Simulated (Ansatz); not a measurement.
Geometry optimisation, RKS B3LYP/def2-SVP in Ansatz 0.2.0.

The input (input.yaml):

```yaml
crystal:
  periodic: [false, false, false]
  atoms:
    - { symbol: Si, position_ang: [-0.424157, 0.796129, 0.27456] }
    - { symbol: O, position_ang: [-0.433775, -0.76221, 1.024666] }
    - { symbol: C, position_ang: [0.408886, -1.839415, 0.703218] }
    - { symbol: "N", position_ang: [-1.790701, 0.516759, -0.748071] }
    - { symbol: H, position_ang: [-2.235229, -0.293274, -0.311603] }
    - { symbol: H, position_ang: [-0.622996, 1.809811, 1.353804] }
    - { symbol: C, position_ang: [1.16069, 1.185007, -0.639358] }
    - { symbol: H, position_ang: [1.440147, -1.704877, 1.091169] }
    - { symbol: H, position_ang: [0.00395, -2.760002, 1.164231] }
    - { symbol: H, position_ang: [0.478404, -2.019887, -0.388738] }
    - { symbol: H, position_ang: [-2.457051, 1.235074, -1.022877] }
    - { symbol: H, position_ang: [2.021166, 1.205907, 0.048317] }
    - { symbol: H, position_ang: [1.090186, 2.179388, -1.11242] }
    - { symbol: H, position_ang: [1.36048, 0.451489, -1.436799] }
basis:
  gaussian: { orbitals: def2-SVP }
hamiltonian:
  xc: b3lyp
relax:
  f_tol: 0.03
  max_steps: 50
```

Run as:

```bash
$ ansatz run input.yaml --threads 4 --pin off --max-ram 5120MiB --backend cpu --events-out ev --progress --plain --runs-dir out
```

Task: Where does it end, and by what steps?

Result: The forces met the threshold. The force dipped under the threshold on the way, but the program's further checks kept it going. After 27 steps the energy has fallen by 0.300 eV; H11 moved furthest, 1.44 Å.

```tsv
step	energy less start (eV)	largest force component (eV/Å)	accepted
0	0.0000	1.208	yes
1	-0.1047	0.853	yes
2	-0.1415	0.899	yes
3	-0.1785	0.386	yes
4	-0.1974	0.763	yes
5	-0.2139	0.583	yes
6	-0.2262	0.541	yes
7	-0.2680	0.109	yes
8	-0.2818	0.124	yes
9	-0.2808	0.581	no
10	-0.2878	0.072	yes
11	-0.2904	0.211	yes
12	-0.2917	0.087	yes
13	-0.2925	0.032	yes
14	-0.2924	0.116	no
15	-0.2929	0.018	yes
16	-0.2912	0.491	no
17	-0.2934	0.020	yes
18	-0.2936	0.108	yes
19	-0.2938	0.127	yes
20	-0.2942	0.273	yes
21	-0.2948	0.186	yes
22	-0.2949	0.275	yes
23	-0.2982	0.123	yes
24	-0.2992	0.047	yes
25	-0.2993	0.033	yes
26	-0.2995	0.138	yes
27	-0.2998	0.019	yes
```

```xyz
14
Properties=species:S:1:pos:R:3
Si -0.375 0.723 0.438
O 0.040 -0.681 1.259
C 0.355 -1.916 0.668
N -1.692 0.533 -0.666
H -2.621 0.263 -0.360
H -0.779 1.632 1.540
C 1.088 1.383 -0.540
H 1.368 -1.919 0.220
H 0.329 -2.703 1.440
H -0.366 -2.195 -0.125
H -1.547 0.312 -1.645
H 1.969 1.497 0.112
H 0.858 2.367 -0.980
H 1.370 0.704 -1.362
```

Whether the end is a true minimum wasn't checked by a vibrational analysis.

Run time: 86 s on 4 threads of Arm Neoverse N1, on a shared host, peak memory 0.28 GiB.
